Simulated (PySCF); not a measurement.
Several compounds and their computed core spectra got separated.

The calculation used PySCF 2.14.0, delta-SCF UKS SCAN, pcX-2 on the ionised atom, pcseg-1 elsewhere, spin-free X2C. Geometries: PBE0-D3(BJ)/def2-SVP; isolated species, one conformer each.

Line lists (1s up to Mg, 2p3/2 beyond; areas count atoms within a level, one atom standing for each set equivalent by bonding):
1. C 1s: 290.19 (area 1), 290.80 (area 1), 292.02 (area 1), 292.32 (area 1) eV; O 1s: 537.97 eV; F 1s: 692.05 eV; Si 2p3/2: 106.99 eV
2. C 1s: 289.53 (area 1), 289.70 (area 1), 289.82 (area 1), 290.22 (area 1), 290.29 (area 1), 290.43 (area 1), 290.61 (area 1) eV; N 1s: 405.28 eV; Si 2p3/2: 107.49 eV
3. B 1s: 195.47 eV; C 1s: 289.72 (area 1), 289.74 (area 1), 290.09 (area 1), 290.19 (area 1), 290.24 (area 1), 290.28 (area 1), 290.37 (area 1) eV
4. C 1s: 291.43 eV; N 1s: 404.46 eV; Si 2p3/2: 106.33 (area 1), 106.62 (area 2) eV

Structures:
A. `[H]/N=C\[SiH]([SiH3])[SiH3]`
B. `C=CCc1ccn([SiH3])c1`
C. `CC[C@@H]1CBC[C@H]1C`
D. `O(C)[Si@H]1[C@@H](F)CC1`

Task: Which list belongs to which compound?

Result: 
- 1 = D: no other candidate has this set of levels. C 1s: 290.19 sp3 carbon bound to silicon, 290.80 four-membered-ring carbon, 292.02 sp3 C–F carbon, 292.32 methoxy carbon; O 1s: 537.97 silyl ether oxygen; F 1s: 692.05 alkyl fluorine; Si 2p3/2: 106.99 oxygen-bound silicon.
- 2 = B: no other candidate has these counts of sites. C 1s: 289.53 aromatic CH carbon, 289.70 substituted aromatic carbon, 289.82 terminal =CH2 carbon, 290.22 alkene CH carbon, 290.29 aromatic CH next to a ring nitrogen, 290.43 aromatic CH next to a ring nitrogen, 290.61 benzylic-type carbon; N 1s: 405.28 pyrrole-type nitrogen; Si 2p3/2: 107.49 SiH3 silicon.
- 3 = C: no other candidate has this set of levels. B 1s: 195.47 three-coordinate boron; C 1s: 289.72 sp3 carbon bound to boron, 289.74 sp3 carbon bound to boron, 290.09 sp3 CH carbon, 290.19 sp3 CH carbon, 290.24 chain CH2 carbon, 290.28 methyl carbon, 290.37 methyl carbon.
- 4 = A: no other candidate has these counts of sites. C 1s: 291.43 C=N carbon; N 1s: 404.46 C=N nitrogen; Si 2p3/2: 106.33 SiH silicon, 106.62 SiH3 silicon (×2).

For 2p shells one spin-free hole was relaxed; a mean-field spin–orbit operator and the ground-state splitting of the three 2p orbitals were then diagonalised within the shell. The shell's mean is (2 × 2p3/2 + 2p1/2)/3, and the degeneracies 2j + 1 give areas of 2:1. 1 of these hole states is spin-contaminated (⟨S²⟩ 0.86, against 0.75; counted from 0.85) and less certain.
